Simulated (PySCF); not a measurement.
SMILES C[Se][Se]C (B3LYP/def2-SVP optimised geometry):

```
10

C      2.293    -1.135     1.935
Se     1.912    -1.206     0.000
Se    -0.436    -1.206     0.000
C     -0.817     0.730     0.000
H      3.387    -1.198     2.032
H      1.826    -1.989     2.443
H      1.940    -0.189     2.366
H     -1.912     0.825    -0.062
H     -0.354     1.206    -0.874
H     -0.461     1.196     0.928
```

Computed with B3LYP/def2-TZVP in PySCF.

Question: What are the frontier orbital energies and the dipole moment?

Answer: HOMO-2 -8.30 eV, HOMO-1 -6.35 eV, HOMO -6.28 eV, LUMO -1.39 eV, LUMO+1 0.19 eV; dipole moment 1.83 D.

On the same geometry PySCF 2.14.0 with PBE/def2-TZVP gives HOMO-2 -7.44 eV, HOMO-1 -5.44 eV, HOMO -5.38 eV, LUMO -2.02 eV, LUMO+1 -0.44 eV; dipole moment 1.81 D.

Meta-Löwdin charges at B3LYP/def2-TZVP: C1 -0.42, Se2 0.04, Se3 0.04, C4 -0.42, H5 0.13, H6 0.13, H7 0.12, H8 0.13, H9 0.13, H10 0.12.
